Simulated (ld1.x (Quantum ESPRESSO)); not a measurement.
An all-electron radial function and its pseudo partner (N (Z = 7))

Columns: radius, all-electron u(r) and pseudo u(r) of the 2s shell (level -18.67 eV) of nitrogen in the configuration [He] 2s1.5 2p3.5; BLYP, scalar-relativistic, RRKJ scheme, ld1.x (Quantum ESPRESSO) 7.5.

| r (bohr) | all-electron | pseudo |
| --- | --- | --- |
| 0.093 | 0.3788 | -0.0441 |
| 0.185 | 0.3221 | -0.1044 |
| 0.278 | 0.1075 | -0.1932 |
| 0.370 | -0.1379 | -0.3090 |
| 0.463 | -0.3654 | -0.4447 |
| 0.555 | -0.5503 | -0.5812 |
| 0.648 | -0.6926 | -0.7040 |
| 0.740 | -0.7914 | -0.7976 |
| 0.833 | -0.8544 | -0.8588 |
| 0.925 | -0.8864 | -0.8888 |
| 1.018 | -0.8948 | -0.8953 |
| 1.110 | -0.8850 | -0.8850 |
| 1.203 | -0.8614 | -0.8614 |
| 1.295 | -0.8287 | -0.8287 |
| 1.388 | -0.7891 | -0.7891 |
| 1.480 | -0.7461 | -0.7461 |
| 1.573 | -0.7005 | -0.7005 |
| 1.665 | -0.6547 | -0.6547 |
| 1.758 | -0.6088 | -0.6088 |
| 1.850 | -0.5645 | -0.5645 |
| 1.943 | -0.5213 | -0.5213 |
| 2.035 | -0.4806 | -0.4806 |
| 2.128 | -0.4416 | -0.4416 |
| 2.220 | -0.4054 | -0.4054 |
| 2.313 | -0.3711 | -0.3711 |
| 2.405 | -0.3396 | -0.3396 |

Problem. How many radial nodes do the two functions have?

Solution. The all-electron 2s function has n − l − 1 = 1; the pseudo-wave has 0, since the states of the same l below it are removed with the core.

Problem. At about which radius was the pseudo-wave matched?

Solution. 1.10 bohr, where the columns begin to agree (steps of 0.09 bohr).

Problem. Where does each function peak?

Solution. Outermost all-electron maximum near 1.02 bohr, pseudo maximum near 1.02 bohr (to the table’s step).

Problem. Is the pseudo-wave norm-conserving?

Solution. Yes: the RRKJ scheme keeps the norm inside the radius equal to the all-electron one, which fixes the energy derivative of the logarithmic derivative at the level.
